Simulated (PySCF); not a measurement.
## Deuteron quadrupole couplings in `C=C1C[C@@H](F)[C@H]1F`

Species: C5H6F2.
Z-matrix (Å and degrees, GFN2-xTB geometry), rows numbered from 1:
```
C 
C   1  1.3155
C   2  1.5082  1  134.76
C   3  1.5389  2   89.18  1   176.19
F   4  1.3643  3  113.61  2  -115.32
C   2  1.5125  1  132.74  3   176.91
F   6  1.3674  2  115.57  1   -58.45
H   1  1.0767  2  121.46  3     1.82
H   1  1.0764  2  121.45  3  -177.49
H   3  1.0882  2  115.62  1   -66.13
H   3  1.0891  2  113.82  1    61.67
H   4  1.0940  3  116.73  2   119.59
H   6  1.0963  2  115.73  1    67.30
```

Level: B3LYP/pcJ-1 (PySCF, non-relativistic); Q(2H) = 0.00286 b; rigid geometry, the same for H and D, with no vibrational averaging.

Question: Rank these positions by the coupling χzz of a deuteron there, largest first.
A. H8 (vinylic hydrogen)
B. H13 (methine hydrogen)
C. H11 (methylene hydrogen)

Answer: A (219 kHz), C (201 kHz), B (186 kHz).

Tabulate Vzz, the asymmetry η and χzz = 234.96 MHz × Q × Vzz for every hydrogen position.

```tsv
atom	bonded to	bond length (Å)	Vzz (au)	η	χzz (kHz)
H8	C1	1.077	0.3260	0.05	219
H9	C1	1.076	0.3257	0.06	219
H10	C3	1.088	0.3020	0.01	203
H11	C3	1.089	0.2987	0.01	201
H12	C4	1.094	0.2794	0.08	188
H13	C6	1.096	0.2766	0.08	186
```

How does χzz go with the bond length over the 6 C–H bonds?

A straight-line fit has a slope of -16.8 kHz for each 0.01 Å, with a correlation coefficient of -0.99, over lengths from 1.076 to 1.096 Å. The longer bonds have the smaller couplings here.

Isolated species at its GFN2-xTB geometry, gas phase. GFN2-xTB bond lengths can be off by several hundredths of an ångström, more for odd bonds, and the gradients follow them. With a basis this small, the couplings can be 20 % off.
